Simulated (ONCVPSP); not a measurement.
**Potentials for Mg compared**

Generated with ld1.x 7.5 (TM, RRKJ, ultrasoft, PAW), atompaw 4.2 or ONCVPSP 4.0.1. The cutoff is in Ry: for ld1.x and atompaw files where the sum of valence levels is converged to 10 mRy in a Bessel basis, for ONCV files where the hardest occupied wave has 1 mHa per electron of residual kinetic energy. The error is the largest all-electron minus pseudo excitation energy over each file’s own four to seven test configurations (ionisations up to +4, promotions, holes and added fractions of an electron), all of which were solved. The labels leave out finer settings (local radius, basis sizes, second energies), which also bear on the numbers. Spin-polarised tests are not counted. The rows are a selection from randomly drawn settings: files with unsolved tests, undetermined cutoffs or missed reference levels are left out.

| potential | cutoff (Ry) | largest error (meV) | bound ghosts |
| --- | --- | --- | --- |
| ONCV, PBE, scalar-relativistic, rc 1.35/0.65/1.25 (spd), local smoothed, core correction yes, reference 2s2 2p6 3s2, qcut 8.5/16.9/7.1, projectors 2/2/2 | 241 | -1.1 | none |
| ONCV, PBE, scalar-relativistic, rc 1.35/1.00/1.05 (spd), local smoothed, core correction no, reference 2s2 2p6 3s2, qcut 9.8/12/7.8, projectors 3/1/2 | 146 | -68 | none |
| ONCV, LDA (Perdew-Wang 92), scalar-relativistic, rc 1.00/1.10/1.00 (spd), local d, core correction no, reference 2s2 2p6 3s1 3p1, qcut 13/13.7/8.2, projectors 3/2/0 | 135 | -0.3 | none |
| ONCV, PW91, non-relativistic, rc 1.35/1.00 (sp), local smoothed, core correction yes, reference 2s2 2p6 3s2, qcut 9.5/11.7, projectors 2/1 | 123 | -78 | none |
| ONCV, PBE, scalar-relativistic, rc 1.40/0.90 (sp), local smoothed, core correction yes, reference 2s2 2p6 3s2, qcut 9.1/14.4, projectors 2/2 | 168 | -1.6 | none |
| ONCV, PBE, scalar-relativistic, rc 1.35/1.10/1.15 (spd), local smoothed, core correction yes, reference 2s2 2p6 3s1 3p1, qcut 10.7/15.6/7.5, projectors 2/2/2 | 139 | -0.7 | none |
| ONCV, LDA (Perdew-Zunger), scalar-relativistic, rc 1.40/1.05 (sp), local smoothed, core correction yes, reference 2s2 2p6 3s2, qcut 10.1/16.3, projectors 2/2 | 165 | -1.3 | none |

(1) Fill in the row for Mg: ONCV, LDA (Perdew-Zunger), scalar-relativistic, rc 0.90/0.70/0.80 (spd), local smoothed, core correction no, reference 2s2 2p6, qcut 16.8/16.7/12.7, projectors 2/1/2.

## Answers

(1) cutoff 241 Ry, largest error -6.9 meV, bound ghosts: none.
